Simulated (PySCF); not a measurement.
C5H6F3Si (doublet state).
Structure used (GFN2-xTB), in Å, numbered top down from 1:
```
atom  x, y, z in Å
C1    -0.8187   -1.4204   -1.3519
C2    -0.3914   -0.6726   -0.3731
C3     1.0219   -0.7518    0.1697
Si4    2.0690    0.7479   -0.3957
C5    -1.2598    0.3001    0.2884
F6    -0.7710    0.9142    1.3853
C7    -2.4956    0.6288   -0.0927
F8    -3.2796    1.5041    0.5230
F9    -3.1039    0.1190   -1.1534
H10   -0.4145   -2.1655   -1.9942
H11    1.4843   -1.6738   -0.1809
H12    0.9744   -0.7983    1.2577
H13    3.4202    0.5323    0.1219
H14    2.0620    0.7587   -1.8591
H15    1.4983    1.9852    0.1276
```

The hyperfine couplings belong to this conformer and change with its torsions.

Identity: `[H]/[C]=C(\C[SiH3])C(F)=C(F)F` [radical].

Theory: PySCF 2.14.0, UKS B3LYP, pcH-1 on C F H Si, non-relativistic, mean-field spin-orbit, GIAO. Isolated species at its GFN2-xTB geometry (one conformer only). The geometry wasn't refined by DFT: couplings that depend on bond lengths, twists or pyramidal angles can differ widely from those at the functional's own minimum.

Question: What are Nα, Nβ and the exact ⟨S²⟩?

Answer: Nα = 39, Nβ = 38 (77 in all), and S(S+1) = 0.75 for S = 1/2.

Mulliken spin populations, one withheld:

```
atom           bound to  population
  C1            C2, H10     +1.0735
  C2         C1, C3, C5           ?
  C3  C2, Si4, H11, H12     +0.0716
 Si4  C3, H13, H14, H15     -0.0011
  C5         C2, F6, C7     +0.0584
  F6                 C5     +0.0028
  C7         C5, F8, F9     -0.0435
  F8                 C7     -0.0024
  F9                 C7     +0.0032
 H10                 C1     +0.0048
 H11                 C3     -0.0028
 H12                 C3     +0.0014
 H13                Si4     +0.0011
 H14                Si4     -0.0002
 H15                Si4     -0.0002
```

Question: What does C2 hold?

Answer: 1 − (1.1666) gives -0.167, since all populations sum to 2S.

Question: Sum the populations by element and by sign.

Answer: Carbon +0.99, hydrogen 0.00, fluorine 0.00, silicon 0.00. The positive populations sum to 1.22, the negative ones to -0.22.

Question: The run gives ⟨S²⟩ = 0.7645. What does that say of the overlap of α and β orbitals, and of the weight of higher spin?

Answer: For a single determinant ⟨S²⟩ = S(S+1) + Nβ − Σ|⟨iα|jβ⟩|², so the squared overlaps of occupied orbitals sum to 38 − 0.0145 = 37.9855. If the quartet state (S + 1) were the only admixture, its weight would be 0.0145/(2S + 2) = 0.48 %.

Question: What Fermi-contact NMR shifts do the couplings of C2, Si4, F6, C7, F8, H10, H11/H12 imply at 298 K (Curie law, g = gₑ)?

Answer: δ = a_FC·h·gₑ μB S(S+1)/(3 g_N μN kT), with k/h = 20836.6 MHz/K:

```tsv
nuclei	isotope	a_FC (MHz)	g_N	contact shift (ppm)
C2	13C	-18.55	1.4048	-1955
Si4	29Si	8.77	-1.1106	-1169
F6	19F	9.04	5.2577	+255
C7	13C	-3.92	1.4048	-413
F8	19F	0.53	5.2577	+15
H10	1H	32.46	5.5857	+860
H11/H12	1H	-0.33	5.5857	-9
```

All at the stated temperature. Entries for several nuclei are means.

Class means assume fast exchange of nuclei equivalent by connectivity; if that motion is slow, each nucleus keeps its own coupling.
